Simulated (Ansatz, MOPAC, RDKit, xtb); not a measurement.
Noncovalent pair: CH5N (SMILES CN) (first 7 atoms) with CH2O2 (SMILES O=CO); geometry from B3LYP-D3(BJ)/def2-TZVP, rigid monomers moved along the line of their centres of mass till N2···H12 is 1.91 Å.
(charge 0, multiplicity 1):
```xyz
12

C      0.19514     0.64616     0.15494
N     -0.56010    -0.44250     0.79307
H      0.98552     0.95850     0.83592
H     -0.46976     1.49363    -0.01173
H      0.64670     0.36391    -0.80059
H      0.05627    -1.22401     0.99038
H     -1.30299    -0.77824     0.19093
O      1.22091    -0.12685     3.61743
C      0.20443     0.25468     4.14889
O     -0.98016     0.36082     3.57409
H      0.15978     0.56455     5.20382
H     -0.90551     0.05521     2.60166
```

Counterpoise-corrected where a basis set is named; no monomer relaxation. RDKit's UFF carries no charges.

The state that PM3 reach isn't checked.

Run with Ansatz (a quantum-chemistry and plane-wave program); MOPAC for PM3 (differences of heats of formation); RDKit for the force fields; xtb for the GFN methods. Each number belongs to the level named beside it.

Q: One of these levels gives -13.01 kcal/mol for the interaction energy. Which?
(A) PM3
(B) UFF
(C) GFN1-xTB
(D) PBE/def2-TZVPPD

A: D, PBE/def2-TZVPPD. The others give 30.26 (UFF), -5.11 (PM3), -11.18 (GFN1-xTB)
